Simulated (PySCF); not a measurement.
Al(Cl)(Br)(Et), SMILES C[CH2][Al]([Cl])[Br], singlet (B3LYP/def2-SVP optimised geometry):

```
10

Al    -0.194    -0.916     0.000
Cl     1.917    -0.916     0.000
Br    -1.226    -2.933     0.004
C     -1.230     0.740     0.000
C     -0.449     2.064    -0.015
H     -1.897     0.689     0.882
H     -1.917     0.679    -0.866
H      0.189     2.154    -0.909
H      0.213     2.161     0.860
H     -1.128     2.933    -0.010
```

Computed with B3LYP/def2-TZVP in PySCF.

**Question.** What are the frontier orbital energies and the dipole moment?

**Answer.** HOMO-2 -8.50 eV, HOMO-1 -8.37 eV, HOMO -8.01 eV, LUMO -1.24 eV, LUMO+1 -0.96 eV; dipole moment 2.13 D.

On the same geometry PBE/def2-TZVP in PySCF 2.14.0 gives HOMO-2 -7.50 eV, HOMO-1 -7.33 eV, HOMO -6.99 eV, LUMO -1.81 eV, LUMO+1 -1.51 eV; dipole moment 2.12 D.

Meta-Löwdin charges at B3LYP/def2-TZVP: Al1 0.84, Cl2 -0.33, Br3 -0.30, C4 -0.48, C5 -0.31, H6 0.12, H7 0.12, H8 0.11, H9 0.11, H10 0.11.
